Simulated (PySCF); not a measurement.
Two-component Hartree-Fock for Pb⁷⁸⁺ (lead, charge +78)

Start: [He] 2s2. Calculated with PySCF 2.14 in an uncontracted even-tempered set (16 s from 17 bohr⁻², ratio 2.6; 14 p from 22 bohr⁻², ratio 2.6; 7 d from 23 bohr⁻², ratio 2.8; 4 f from 430 bohr⁻², ratio 2.8): generalised Hartree-Fock with the X2C-1e Hamiltonian and a Gaussian nucleus; spin-orbit coupling (SO) screened by Boettger's factors.

```csv
spinor shell,electrons,"ε, screened SO (eV)",weight of nominal j (screened SO),"rms radius, screened SO (bohr)"
1s1/2,2,-98712.9,1.000,0.0180
2s1/2,2,-24588.1,1.000,0.0701
```

```tsv
quantity	screened SO
E (hartree)	-9218.31950
M_J	0
⟨J²⟩	0.000
⟨L²⟩	0.000
⟨S²⟩	0.000
```

Breit and QED terms are absent; they matter most for the inner s and p1/2 levels.

Densities and radii are taken from the X2C orbitals without a picture-change correction, which distorts them close to the nucleus.
